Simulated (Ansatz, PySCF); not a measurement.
This PySCF input computes a SVWN5/def2-TZVPD energy:

```python
from pyscf import gto, scf, dft

mol = gto.M(
    atom='''
    B    -0.33798655    0.09072788   -0.26029403
    F     0.16984528    1.06678607    0.49152463
    H    -1.29656343    0.31832136   -0.94508974
    N     0.12028459   -1.22942007   -0.18464519
    H     0.61589645   -1.76709498   -0.88464550
    ''',
    basis='def2-tzvpd',
    charge=0,
    spin=1,
    verbose=4,
)

mf = dft.UKS(mol, xc='svwn').density_fit(auxbasis='def2-universal-jkfit')
mf.grids.level = 3
mf.conv_tol = 1e-9
mf.max_cycle = 100
mf.max_memory = 1500
mf.kernel()
if not mf.converged:
    mf = mf.newton()
    mf.kernel(mf.make_rdm1())
for _ in range(2):
    mo, _, stable, _ = mf.stability(return_status=True)
    if stable:
        break
    mf.kernel(mf.make_rdm1(mo, mf.mo_occ))
mf.analyze()
```

Q: Write an input for the same energy in Ansatz (an electronic-structure program) and say what it gives.

A: 
Ansatz 0.2 input:
```yaml
crystal:
  periodic: [false, false, false]
  atoms:
    - {symbol: B, position_ang: [-0.33798655, 0.09072788, -0.26029403]}
    - {symbol: F, position_ang: [0.16984528, 1.06678607, 0.49152463]}
    - {symbol: H, position_ang: [-1.29656343, 0.31832136, -0.94508974]}
    - {symbol: N, position_ang: [0.12028459, -1.22942007, -0.18464519]}
    - {symbol: H, position_ang: [0.61589645, -1.76709498, -0.88464550]}
basis:
  gaussian:
    orbitals: def2-TZVPD
hamiltonian:
  xc: {name: SVWN5}
magnetization: {spin_polarized: true, initial_magnetization: 1}
output: {forces: true}
```
It gives -179.35459 Eh, and PySCF -179.35462 Eh, a difference of 0.03 mEh, from the treatment of integrals and grids.

It need not be the lowest isomer of its formula.
